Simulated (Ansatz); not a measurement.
Coupled-cluster run, `NCB(O)Cl`.

```yaml
crystal:
  periodic: [false, false, false]
  atoms:
    - {symbol: N, position_ang: [-0.264271, 1.362046, 0.773945]}
    - {symbol: C, position_ang: [-0.415229, -0.021238, 0.363384]}
    - {symbol: B, position_ang: [0.561300, -0.481528, -0.779275]}
    - {symbol: O, position_ang: [0.307078, -1.512864, -1.609891]}
    - {symbol: Cl, position_ang: [2.133390, 0.299975, -0.980297]}
    - {symbol: H, position_ang: [0.714368, 1.611521, 0.835646]}
    - {symbol: H, position_ang: [-0.684730, 1.529372, 1.677691]}
    - {symbol: H, position_ang: [-0.255797, -0.754908, 1.178880]}
    - {symbol: H, position_ang: [-1.447262, -0.188468, 0.026095]}
    - {symbol: H, position_ang: [-0.565648, -1.895109, -1.483277]}
basis:
  gaussian: {orbitals: def2-SVP}
correlation: {method: ccsd_t}
```

```sh
$ ansatz run in.yaml --threads 4 --pin off --events-out ev --progress --plain
```

Output of Ansatz, abridged:

```
Functional definition: HF
982 factors; integrals over basis functions are off by at most 1.3e-3 eV
mean field evaluation 1: about -17794.9699 eV, gradient 3.9e1 eV
mean field evaluation 2: about -17795.0828 eV, gradient 3.9e1 eV
mean field evaluation 4: about -17798.4427 eV, gradient 3.5e0 eV
mean field evaluation 8: about -17798.4875 eV, gradient 2.4e-1 eV
mean field -17798.48778714 eV, -654.0823619291 hartree, gradient 1.7e-6 eV, S^2 0.000000; 0 other end points of the search recorded, 0 dependent functions left out
9 core orbitals not correlated: weight in the atoms' cores, before any rotation towards them, 1.000 or more for the frozen orbitals, at most 0.000 for the correlated occupied ones
reference -17798.48778714 eV, -654.0823619291 hartree; 15, 15 occupied and 75, 75 virtual orbitals, 982 factors
second order -19.38906022 eV of doubles, -0.00000000 eV of singles
cycle   1  -20.08339741 eV  change   -6.9e-1 eV  update   9.0e-2
cycle   2  -20.50805251 eV  change   -4.2e-1 eV  update   2.5e-2
cycle   3  -20.60965059 eV  change   -1.0e-1 eV  update   1.3e-2
cycle   4  -20.60560103 eV  change    4.0e-3 eV  update   3.4e-3
cycle   5  -20.60472031 eV  change    8.8e-4 eV  update   1.3e-3
cycle   6  -20.60477622 eV  change   -5.6e-5 eV  update   4.1e-4
cycle   7  -20.60456533 eV  change    2.1e-4 eV  update   1.3e-4
cycle   8  -20.60454773 eV  change    1.8e-5 eV  update   4.0e-5
cycle   9  -20.60455798 eV  change   -1.0e-5 eV  update   1.4e-5
perturbative correction -0.53040290 eV, -0.0194919471 hartree
Total energy: -17819.62274802 eV, -654.8590574158 hartree
```

Hardware: 4 threads of a server CPU on a shared host. Wall time 4.7 s, peak host memory 0.42 GiB.

MP2 recovers 91.7 % of the CCSD(T) correlation energy and the triples give 2.5 %; T1 = 0.0112.
